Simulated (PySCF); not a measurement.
SMILES [SiH2](C)[GeH3], GFN2-xTB optimised geometry.

```
11

C      1.67    -1.13     0.00
Si    -0.23    -1.13     0.00
Ge    -1.01     1.08     0.00
H      2.06    -0.62    -0.88
H      2.07    -2.14     0.00
H      2.05    -0.61     0.88
H     -0.72    -1.84    -1.19
H     -0.72    -1.84     1.19
H     -1.64     1.55    -1.28
H      0.03     2.14     0.26
H     -2.07     1.40     1.02
```

Density from PySCF with B3LYP/def2-TZVP at that geometry.

Minimum of the electron density along straight lines between bonded atoms, close to the bond critical point (lines longer than 1.1 times the sum of covalent radii, or with two minima, are not listed):

```tsv
bond	length / Å	ρ at the minimum / e bohr⁻³	∇²ρ there / e bohr⁻⁵	position (fraction from the first atom)
C1–Si2	1.898	0.117	(withheld)	0.61
Si2–Ge3	2.340	0.095	-0.18	0.41
C1–H4	1.087	0.276	-0.93	0.64
C1–H5	1.086	0.277	-0.93	0.64
C1–H6	1.088	0.276	-0.93	0.64
Si2–H7	1.468	0.124	0.18	0.49
Si2–H8	1.468	0.124	0.18	0.49
Ge3–H9	1.501	0.139	0.10	0.60
Ge3–H10	1.502	0.139	0.10	0.60
Ge3–H11	1.501	0.139	0.10	0.60
```

### Question
Complete the blanks.

### Answer

- C1–Si2, ∇²ρ there / e bohr⁻⁵: 0.15
